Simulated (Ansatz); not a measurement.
`[BH2][AlH][O][SiH3]` + H₂ → `[BH2][AlH2]` + `O[SiH3]`  (hydrogenolysis of the Al–O bond)

Program: Ansatz. Geometries: PBE0-D4/def2-TZVP. ΔE: electronic, gas phase. CBS: MP2 limit from def2 TZ/QZ plus the TZ coupled-cluster correction, frozen cores. This one scheme is used for every species. DFT in def2-TZVPP. Each species was taken in one conformer, which may not be the lowest.

| level | ΔE (eV) |
| --- | --- |
| r2SCANh-D4 | 1.52 |
| revPBE | 1.33 |

(1) What does CCSD(T)/CBS give? (Best estimate.)

Largest T1 diagnostic among the species: 0.012.

Results:

(1) Ansatz gave: +1.53 eV. The listed levels differ from it by -0.01, -0.20 eV.

From BLYP to BHLYP (50 % exact exchange), in def2-TZVPP and without D4, ΔE moves by +0.04 eV. The D4 term adds +0.08 eV with B3LYP and +0.04 eV with PBE0; it sums over pairs of atoms, weighted by their polarisabilities, and B3LYP, whose exchange is more repulsive, gets the larger term. At CCSD(T), def2-SVP lies −0.04 eV from the extrapolated value and def2-TZVPP −0.02 eV.

B3LYP here is the variant with VWN-RPA as its local correlation; programs differ in this.
